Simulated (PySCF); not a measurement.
SMILES [SeH]B(OC)[SeH], singlet, CAM-B3LYP/def2-SVP optimised geometry.

```
10

B     -0.42     0.25     0.00
O     -1.22    -0.83     0.00
C     -0.82    -2.18     0.00
H     -0.23    -2.42     0.90
H     -1.73    -2.80     0.00
H     -0.23    -2.43    -0.89
Se     1.54     0.25     0.00
H      1.73    -1.21     0.00
Se    -1.37     1.96     0.00
H     -0.17     2.80     0.00
```

Density from CAM-B3LYP/def2-TZVP in PySCF at that geometry.

Minimum of the electron density along straight lines between bonded atoms, close to the bond critical point (lines longer than 1.1 times the sum of covalent radii, or with two minima, are not listed):

| bond | length / Å | ρ at the minimum / e bohr⁻³ | ∇²ρ there / e bohr⁻⁵ | position (fraction from the first atom) |
|---|---|---|---|---|
| B1–O2 | 1.342 | 0.218 | 1.03 | 0.33 |
| O2–C3 | 1.407 | 0.256 | -0.48 | 0.65 |
| C3–H4 | 1.102 | 0.280 | -0.98 | 0.65 |
| C3–H5 | 1.098 | 0.283 | -1.01 | 0.65 |
| C3–H6 | 1.102 | 0.280 | -0.98 | 0.65 |
| B1–Se7 | 1.964 | 0.138 | -0.28 | 0.37 |
| Se7–H8 | 1.468 | 0.176 | -0.32 | 0.63 |
| B1–Se9 | 1.959 | 0.140 | -0.29 | 0.37 |
| Se9–H10 | 1.468 | 0.176 | -0.32 | 0.63 |
